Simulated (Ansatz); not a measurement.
Si(OEt)2H2 (C4H12O2Si). Charge 0, multiplicity 1. Geometry B3LYP-D4/def2-SVP; atoms count from 1.

Cartesian coordinates in Å:
```
C -0.854 -2.083 -0.226
C -1.938 -1.062 0.092
C 1.212 1.882 0.328
C 0.054 2.119 -0.631
O 0.369 -1.476 -0.609
O 1.096 0.653 1.028
Si 1.503 -0.843 0.429
H -1.171 -2.727 -1.063
H -0.694 -2.748 0.647
H -2.883 -1.571 0.342
H -1.649 -0.430 0.947
H -2.117 -0.404 -0.772
H 1.250 2.683 1.086
H 2.173 1.918 -0.224
H 0.157 3.101 -1.121
H 0.021 1.344 -1.412
H -0.906 2.100 -0.092
H 2.752 -0.731 -0.370
H 1.625 -1.725 1.621
```

Another isomer (singlet) lies 0.72 eV lower at PBE0-D4/def2-TZVP; other spin states weren't run for this one.

Estimate the Mulliken populations from the PBE0/def2-TZVP orbitals of Ansatz.


```
atom  charge (e)
  C1       -0.05
  C2       -0.36
  C3       -0.05
  C4       -0.36
  O5       -0.35
  O6       -0.35
 Si7        0.46
  H8        0.11
  H9        0.10
 H10        0.12
 H11        0.13
 H12        0.12
 H13        0.11
 H14        0.10
 H15        0.12
 H16        0.13
 H17        0.12
 H18       -0.05
 H19       -0.05
```
Mulliken values and Mayer orders depend strongly on the basis.

And the Mayer bond orders between bonded heavy atoms (over 0.3)?

C1–C2 1.02 (1.52 Å); C1–O5 0.97 (1.42 Å); C3–C4 1.02 (1.52 Å); C3–O6 0.97 (1.42 Å); O5–Si7 1.18 (1.66 Å); O6–Si7 1.18 (1.66 Å).
